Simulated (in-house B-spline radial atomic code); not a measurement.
Configurations of Cd⁷⁺, with energies counted from [Kr] 4d5. Level of theory: scalar-relativistic (X2C) OLYP, spin-polarised, spherical fractional occupations, Fermi nucleus of rms radius 4.6087 fm; calculated with a B-spline radial code for spherical atoms. Shells without spins written out take the highest spin.

Occupations are held fixed; configurations that lie above the ionisation limit could autoionise.

| configuration | E - E(ref) (eV) | highest orbital | its <r> (bohr) |
| --- | --- | --- | --- |
| [Kr] 4d(4 up, 0 down) 5s(1 up, 0 down) | 37.774 | 5s up | 1.796 |
| [Kr] 4d4 5p1 | 50.686 | 5p up | 1.964 |
| [Kr] 4d4 4f1 | 59.905 | 4f up | 1.413 |
| [Ar] 3d10 4s2 4p5 4d5 5s1 | 92.846 | 5s up | 1.787 |
| [Ar] 3d10 4s2 4p5 4d5 5f1 | 143.34 | 5f up | 2.996 |
| [Ar] 3d9 4s2 4p6 4d6 | 409.53 | 4d down | 1.022 |
| [Ar] 3d9 4s2 4p6 4d5 5s1 | 444.77 | 5s up | 1.773 |

Order these further configurations by energy, lowest first.
A. [Kr] 4d4 5f1
B. [Ar] 3d10 4s2 4p(2 up, 3 down) 4d(3 up, 2 down) 5f(1 up, 0 down)
C. [Ar] 3d9 4s2 4p6 4d5 5f1
D. [Kr] 4d(2 up, 3 down)
E. [Ar] 3d(4 up, 5 down) 4s2 4p6 4d(5 up, 0 down) 5p(0 up, 1 down)

D (6.8736 eV), A (88.012 eV), B (154.83 eV), E (460.67 eV), C (495.61 eV).

How far above the reference does [Kr] 4d(3 up, 1 down) 5f(1 up, 0 down) lie?

91.744 eV; its least bound orbital is 5f up with <r> = 3.002 bohr.

How far above the reference does [Ar] 3d10 4s2 4p5 4d6 lie?

60.699 eV; its least bound orbital is 4d down with <r> = 1.049 bohr.
